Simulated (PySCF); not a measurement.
Species: triethylamine alane, C6H18AlN.
Numbering: `[CH3:1][CH2:2][N+:3]([AlH3-:4])([CH2:5][CH3:6])[CH2:7][CH3:8]` (hydrogens: H9, H10, H11 on C1; H12, H13 on C2; H14, H15, H16 on Al4; H17, H18 on C5; H19, H20, H21 on C6; H22, H23 on C7; H24, H25, H26 on C8)

Torsions of this conformer, `[CH3:1][CH2:2][N+:3]([AlH3-:4])([CH2:5][CH3:6])[CH2:7][CH3:8]`: C1–C2–N3–Al4 -64°, C2–N3–C5–C6 59°, C2–N3–C7–C8 62°.

The closed-shell ground state was solved at several levels (PySCF, density fitting, gas phase, non-relativistic). The structure is a single PBE0-D3(BJ)/def2-SVP conformer in the gas phase; no vibrational or solvent corrections.

```json
{"level": "CAM-B3LYP/def2-SVPD", "basis functions": "308", "HOMO (eV)": "-8.57", "LUMO (eV)": "0.92", "gap (eV)": "9.49", "dipole (D)": "5.39"}
{"level": "PBE0/pcSseg-1", "basis functions": "233", "HOMO (eV)": "-7.18", "LUMO (eV)": "0.83", "gap (eV)": "8.01", "dipole (D)": "5.50"}
```

(1) What might PBE/pcSseg-1 (233 basis functions) give for the same quantities?

(2) Over all these levels, which gives the widest orbital gap and which the narrowest?

(3) How far do the dipole and the HOMO energy spread over the levels?

Results:

(1) HOMO -5.93 eV, LUMO 0.00 eV, gap 5.93 eV, dipole 5.41 D.

(2) CAM-B3LYP/def2-SVPD (range-separated hybrid) has the widest, 9.49 eV, and PBE/pcSseg-1 (GGA) the narrowest, 5.93 eV. Functional and basis both differ between the two, so the spread mixes both effects.

(3) The dipole runs from 5.39 to 5.50 D (mean 5.43 D) and the HOMO from -8.57 to -5.93 eV.
